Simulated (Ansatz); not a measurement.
`F[SiH](Cl)[GeH3]` + `OC[TeH]` → `[GeH3][O]C[TeH]` + `F[SiH2]Cl`  (cleavage of the Ge–Si bond)

Program: Ansatz. Geometries: PBE0-D4/def2-TZVP. ΔE: electronic, gas phase. CCSD(T)/CBS is the MP2 limit (def2-TZVPP, def2-QZVPP) plus CCSD(T) − MP2 in def2-TZVPP, frozen cores. This one scheme is used for every species. Elements past krypton have def2 core potentials. For Ge, Te outer-core shells are correlated without core-valence functions, which leaves a few kJ/mol of doubt a bond. Scalar relativity is left out up to krypton. One conformer a species, not always the lowest.

`F[SiH](Cl)[GeH3]`:

```xyz
8

F    -0.057   -2.033   -1.007
Si   -0.732   -0.640   -0.619
Cl   -2.322   -1.032    0.610
Ge    0.844    0.715    0.533
H    -1.273   -0.051   -1.865
H     2.066    0.982   -0.360
H     1.292    0.006    1.817
H     0.182    2.053    0.891
```

`OC[TeH]`:

Z-matrix (Å, degrees):
```
C
Te 1 2.178
O 1 1.388 2 115.2
H 1 1.088 2 105.4 3 -118.4
H 1 1.093 2 105.3 3 126.2
H 2 1.658 1 93.0 3 -98.8
H 3 0.961 1 109.1 2 58.2
```

`[GeH3][O]C[TeH]`:

```xyz
10

Ge    0.598    0.455   -1.614
O    -0.305    0.607   -0.075
C    -0.455   -0.532    0.706
Te   -1.541   -0.109    2.518
H     2.023   -0.037   -1.296
H     0.584    1.864   -2.207
H    -0.127   -0.569   -2.507
H     0.501   -0.966    1.018
H    -1.049   -1.313    0.214
H    -0.230    0.599    3.244
```

`F[SiH2]Cl`:

Z-matrix (Å, degrees):
```
Si
F 1 1.589
Cl 1 2.036 2 108.8
H 1 1.475 2 108.3 3 -118.2
H 1 1.475 2 108.3 3 118.2
```

```json
{"species": "`F[SiH](Cl)[GeH3]`", "CCSD(T)/CBS(def2) energy (Eh)": "-2927.27769"}
{"species": "`OC[TeH]`", "CCSD(T)/CBS(def2) energy (Eh)": "-383.33372"}
{"species": "`[GeH3][O]C[TeH]`", "CCSD(T)/CBS(def2) energy (Eh)": "-2460.65269"}
{"species": "`F[SiH2]Cl`", "CCSD(T)/CBS(def2) energy (Eh)": "-849.96195"}
```

Task: Work out ΔE.

Result: ΔE = (-2460.65269) + (-849.96195) − (-2927.27769) − (-383.33372) = -0.00323 Eh = -2.0 kcal/mol.

Largest T1 diagnostic among the species: 0.012.

From PBE to PBE0 (25 % exact exchange), in def2-TZVPP and without D4, ΔE moves by −1.2 kcal/mol. In def2-TZVPP, CCSD(T) changes the Hartree–Fock value by +3.8 kcal/mol (the triples alone add +0.3 kcal/mol) and MP2 by +2.4 kcal/mol.
